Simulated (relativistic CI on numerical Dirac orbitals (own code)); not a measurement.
Ni⁵⁺: sensitivity of the levels to the model

Base calculation: Dirac-Coulomb-Breit CI, KLI orbitals optimised for each configuration, model QED (radiative potential, 1s self-energy scaled to tabulated hydrogen-like ionisation energies), valence Slater integrals scaled by 0.85, P86 correlation energy added to each configuration.

CI space (outside the closed core [Ne]): 3s2 3p6 3d5, 3s2 3p6 3d4 4s, 3s2 3p5 3d6, 3s2 3p6 3d4 4p, 3s2 3p6 3d4 4d, 3s2 3p4 3d7, 3s2 3p6 3d4 5s, 3s 3p6 3d6, 3s2 3p6 3d4 5p, 3s2 3p6 3d4 4f, 3s2 3p6 3d3 4s2, 3s2 3p6 3d4 5d, 3s2 3p6 3d4 5f, 3s2 3p6 3d4 5g, 3s2 3p6 3d3 4s 4p, 3p6 3d7. Levels of other configurations are missing.

Variants: (1) valence Slater integrals scaled by 0.75; (2) self-excluded LDA correlation estimate; (3) configuration mixing switched off; (4) QED terms removed. Shifts of the energy above 3s2 3p6 3d5 6S_5/2, in cm⁻¹, for the lowest level and the first level of each name with at least 55 % of one term (blank where a level changes its place among those of its configuration and J or its character, or is not in the variant):

```tsv
Level	Base	Δ(1)	Δ(2)	Δ(3)	Δ(4)	Measured
3s2 3p6 3d5 6S_5/2	0.0	0.0	0.0	0.0	0.0	0.0
3s2 3p6 3d5 4G_11/2	39843.3	-4703.8	-1.1	-419.6	+0.2	41920.9
3s2 3p6 3d5 4G_5/2	39901.6	-4712.0	-1.2	-387.1	+1.4	
3s2 3p6 3d5 4G_9/2	39946.2	-4698.8	-1.1	-420.6	0.0	
3s2 3p6 3d5 4G_7/2	39949.5	-4703.3	-1.1	-407.1	+0.5	
3s2 3p6 3d5 4P_5/2	41138.3	-4487.1	-3.9	+4178.7	+3.6	45884.2
3s2 3p6 3d5 4P_3/2	41334.2	-4465.1	-3.9	+4209.2	+2.3	46104.4
3s2 3p6 3d5 4P_1/2	41492.4	-4439.5	-3.9	+4300.2	+1.0	46324.8
3s2 3p6 3d5 4D_7/2	47023.4	-5319.5	-2.5	+2110.0	+1.0	50331.0
3s2 3p6 3d5 4D_1/2	47314.4	-5288.5	-2.6	+2152.7	-0.5	
3s2 3p6 3d5 4D_5/2	47352.1	-5270.1	-2.6	+2281.4	-1.3	
3s2 3p6 3d5 4D_3/2	47382.3	-5270.6	-2.6	+2248.2	-1.2	
3s2 3p6 3d5 2D_5/2	58196.7	-6478.6	-5.5	+4675.1	+6.8	64152.4
3s2 3p6 3d5 2I_11/2	58659.3	-7096.5	-0.9	-2423.5	+1.4	61196.0
3s2 3p6 3d5 2I_13/2	58792.4	-7078.3	-0.9	-2495.3	-0.6	61279.5
3s2 3p6 3d5 2D_3/2	59256.9	-6467.6	-5.5	+4750.4	+2.1	65173.5
3s2 3p6 3d5 2F_7/2	61106.1	-6693.8	-5.1	+4365.6	+0.5	67085.1
3s2 3p6 3d5 2F_5/2	62692.3		-4.5		-5.6	
3s2 3p6 3d5 4F_9/2	63351.4	-7230.4	-1.5	+2851.0	+1.0	
3s2 3p6 3d5 4F_7/2	63545.2	-7189.6	-1.5	+2923.2	-0.3	
3s2 3p6 3d5 4F_3/2	63888.4	-7140.6	-1.7	+3095.2	-2.3	
3s2 3p6 3d5 4F_5/2	63889.1		-2.3		-4.3
```

At this charge configurations can still be misplaced by up to about 7 % of their energy. 52 of the 54 excited levels that our extract of the measured tables holds in this range could be paired (the sources list more); they are missed by 6809 cm⁻¹ on average and 11696 at most, and levels without a partner can miss by more. Some levels of the ground configuration have no partner and can miss by 10 % or more.

Measured levels: Corliss and Sugar, J. Phys. Chem. Ref. Data 10, 197 (1981).

Ionisation energy from the two ground configurations alone: base 107.528 eV; valence Slater integrals scaled by 0.75 107.17 eV; self-excluded LDA correlation estimate 108.08 eV. The NIST ASD value (semi-empirical) is 108 eV.
